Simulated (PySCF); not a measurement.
Relaxation of singlet CrNF3

These are results of PBE0 in PySCF with Cr def2-SVP, N def2-SVP, F def2-SVP; no relativity; density-fitted integrals, not measurements. A (50,194) grid was used.

A hand-made square planar start, of C2v symmetry, held to at least that symmetry:

```xyz
5
charge 0 multiplicity 1, angstrom
Cr    0.0000   -0.0927    0.0000
N     0.0000   -1.8027    0.0000
F     1.8600   -0.0927    0.0000
F     0.0000    1.7673    0.0000
F    -1.8600   -0.0927    0.0000
```

(1) What forces act on the atoms at the start (eV/Å)?

(2) What does it relax to?

(3) How much energy is released, and in how many steps?

## Answers

(1) 
| atom | Fx | Fy | Fz |
| --- | --- | --- | --- |
| Cr1 | 0.00 | -7.26 | 0.00 |
| N2 | 0.00 | 7.58 | 0.00 |
| F3 | -2.79 | 0.63 | 0.00 |
| F4 | 0.00 | -1.59 | 0.00 |
| F5 | 2.79 | 0.63 | 0.00 |

(2) It ends at C2v with Cr–F 1.713 Å (×2), Cr–F 1.861 Å, Cr–N 1.482 Å; F–Cr–F 83.3° (×2), F–Cr–F 166.7°, F–Cr–N 96.7° (×2), F–Cr–N 180.0° (after a last refinement on a finer grid). A frequency run shows 2 imaginary modes, down to 331i cm⁻¹, so it is a higher-order saddle point. Other isomers or separated fragments may lie lower.

(3) 166.4 kJ/mol in 6 steps.
